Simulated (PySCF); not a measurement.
C4H8BN, SMILES C#CCB(C)N. Geometry optimised at PBE0-D3(BJ)/def2-SVP. The structure was generated by enumeration, and PubChem lists no compound with its InChIKey, so it may never have been made. One conformer was computed; it need not be the lowest.

Problem. Give the equilibrium geometry at PBE0-D3(BJ)/def2-SVP (PySCF confirms it by a frequency run) as bond lengths and angles. (Estimate from the structure and the level; the computed values follow.)

Solution. One answer among several that fit: 
Atoms: C1 C2 C3 B4 C5 N6 H7 H8 H9 H10 H11 H12 H13 H14. Bonds (Å): C1–C2 1.212, C1–H7 1.074, C2–C3 1.453, C3–B4 1.603, C3–H8 1.104, C3–H9 1.107, B4–C5 1.575, B4–N6 1.396, C5–H10 1.101, C5–H11 1.103, C5–H12 1.103, N6–H13 1.012, N6–H14 1.012. Bond angles (°): C2–C1–H7 179.4, C1–C2–C3 178.2, C2–C3–B4 113.0, C2–C3–H8 109.8, C2–C3–H9 108.9, B4–C3–H8 111.6, B4–C3–H9 107.2, H8–C3–H9 106.1, C3–B4–C5 120.4, C3–B4–N6 118.3, C5–B4–N6 121.3, B4–C5–H10 114.2, B4–C5–H11 110.6, B4–C5–H12 109.5, H10–C5–H11 108.1, H10–C5–H12 108.3, H11–C5–H12 105.7, B4–N6–H13 123.6, B4–N6–H14 122.8, H13–N6–H14 113.7.
Charge 0, spin multiplicity 1.
